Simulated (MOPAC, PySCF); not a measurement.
CH2N2Si, SMILES `N#CN=[SiH2]`, neutral singlet in the gas phase. 

Cartesian coordinates (Å):
```xyz
6

N      2.7394    -0.0470     0.1118
C      1.6082    -0.2733     0.0579
N      0.3419    -0.5789    -0.0041
Si    -1.0806     0.1055    -0.0414
H     -1.3504     1.5531    -0.0068
H     -2.2586    -0.7594    -0.1175
```
Charge 0, spin multiplicity 1.

All levels are single points at this geometry (CAM-B3LYP-D3(BJ)/def2-TZVP); Pople sets use spherical d functions. Orbital energies aren't observables, and empty levels follow the basis.

HF/STO-3G in PySCF gives dipole (D) = 6.19.

Q: Estimate the dipole (D) from each of these levels: CAM-B3LYP-D3(BJ)/def2-TZVP in PySCF; TPSSh-D3(BJ)/def2-TZVP in PySCF; B3LYP/3-21G in PySCF; M06-2X/6-31G* in PySCF; PBE/6-31G* in PySCF; SVWN5/6-31G* in PySCF; HF/3-21G in PySCF; HF/6-31G* in PySCF; AM1 in MOPAC; PM3 in MOPAC; PM6 in MOPAC; PM7 in MOPAC.

A: 
```tsv
level	dipole (D)
CAM-B3LYP-D3(BJ)/def2-TZVP in PySCF	7.11
TPSSh-D3(BJ)/def2-TZVP in PySCF	6.58
B3LYP/3-21G in PySCF	5.59
M06-2X/6-31G* in PySCF	6.68
PBE/6-31G* in PySCF	5.89
SVWN5/6-31G* in PySCF	6.00
HF/3-21G in PySCF	6.82
HF/6-31G* in PySCF	7.65
AM1 in MOPAC	4.85
PM3 in MOPAC	5.21
PM6 in MOPAC	7.45
PM7 in MOPAC	6.03
```
